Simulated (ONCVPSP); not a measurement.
**Pseudopotential generation for germanium: ONCV, LDA (Perdew-Zunger), scalar-relativistic.**

- Element: Ge
- Generator: ONCVPSP 4.0.1
- Type: optimised norm-conserving Vanderbilt (ONCV)
- Functional: LDA (Perdew-Zunger)
- Relativity: scalar-relativistic
- Frozen core: [Ne]
- Valence charge: 22
- Reference configuration: 3s2 3p6 3d10 4s2 (charge +2)
- Partial waves: 3s+4s: rc 1.20 bohr, ncon 4, nbas 7, qcut 10.7 1/bohr, 2 projectors; 3p: rc 0.85 bohr, ncon 4, nbas 9, qcut 19.6 1/bohr, 2 projectors, debl 2.5 Ha; 3d: rc 1.00 bohr, ncon 4, nbas 8, qcut 14.4 1/bohr, 3 projectors, debl 4.65 Ha
- Local potential: polynomial inside 0.65 bohr (lpopt 5, dvloc0 0 Ha)
- Core correction: Teter function, fcfact 3.25, rcfact 1.6

In the p channel the program set the typed energies aside and used -4.978, 0.250 Ha.

What the tests gave:

```json
{
 "Cutoffs needed": "92 Ha and 119 Ha (the cutoffs (Ha) at which the residual kinetic energy of the hardest occupied pseudo-wave falls to 1 and 0.1 mHa per electron)",
 "Ghost test": "no bound ghost flagged; no localised positive-energy state flagged",
 "Largest excitation error": "-4.5 meV (all-electron minus pseudo) for 3s2 3p6 3d10 4s1, out of 4 test configurations",
 "rms error of d²Exc/dni dnj": "3.64 mHa without and 1.48 mHa with the model core"
}
```

Generation and tests took about 4.9 s on one core of a shared server CPU.
